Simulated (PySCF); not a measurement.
**Excitation energy of B by level of theory**

B [He] 2s2 2p1 (2P) → B [He] 2s2 3s1 (2S), as a difference of total energies. Calculation: PySCF 2.14, in dyall-acv3z; no relativity, point nucleus. Correlated levels: valence: 1s2 frozen; valence and next inner shell: nothing frozen; virtual orbitals above 40 to 60 times the deepest correlated orbital energy dropped. The calculations carry no spin-orbit coupling.

Order these methods by the excitation energy they give, lowest first.
A. r2SCAN
B. LDA
C. MP2 (valence)
D. B97-3

C (5.057 eV), B (5.266 eV), D (5.349 eV), A (5.514 eV).

Errors of the correlated levels include the incompleteness of this basis and the frozen core.

The promoted electron is Rydberg-like, and one or two diffuse shells describe it only roughly, which tends to raise the upper state.

For comparison: 4.963 eV (measured; NIST levels, between the centres of gravity of the two terms).
